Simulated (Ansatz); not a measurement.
Basis sets compared for the cluster Nb4. Charge 0, multiplicity 1. Geometry B3LYP-D4/def2-SVP. Ansatz on 4 threads of Arm Neoverse V2 on a shared host; times are rough, and most runs start from earlier orbitals.

Cartesian coordinates in Å:
```
Nb 0.896 -0.799 -0.953
Nb -1.387 0.175 -0.629
Nb -0.133 -0.753 1.329
Nb 0.623 1.377 0.253
```

In the def2 sets Nb takes a core potential; there is no spin–orbit coupling. The structure comes from a short search, and lower isomers may exist.

Binding counts from free atoms (Nb sextet) in the same basis, without a counterpoise term.

```csv
level,functions,energy (Eh),HOMO (eV),LUMO (eV),binding per atom (eV),wall time
PBE-D4/def2-SVP,124,-227.8555,-3.58,-2.41,3.82,1.9 s
PBE-D4/def2-TZVP,160,-227.9196,-3.55,-2.39,3.83,2.6 s
r2SCAN-D4/def2-TZVP,160,-227.8757,-3.45,-2.21,2.96,5.5 s
PBE0-D4/def2-SVP,124,-227.6299,-4.03,-1.75,2.82,2.4 s
PBE0-D4/def2-TZVP (with forces),160,-227.6939,-3.99,-1.72,2.83,4.4 s
```

Problem. Estimate the rows for PBE-D4/def2-TZVPD, r2SCAN-D4/def2-TZVPD, PBE0-D4/def2-TZVPD.

Solution. 
| level | functions | energy (Eh) | HOMO (eV) | LUMO (eV) | binding per atom (eV) | wall time |
| --- | --- | --- | --- | --- | --- | --- |
| PBE-D4/def2-TZVPD | 160 | -227.9196 | -3.55 | -2.39 | 3.83 | 2.6 s |
| r2SCAN-D4/def2-TZVPD | 160 | -227.8757 | -3.45 | -2.21 | 2.96 | 5.5 s |
| PBE0-D4/def2-TZVPD | 160 | -227.6939 | -3.99 | -1.72 | 2.83 | 2.7 s |
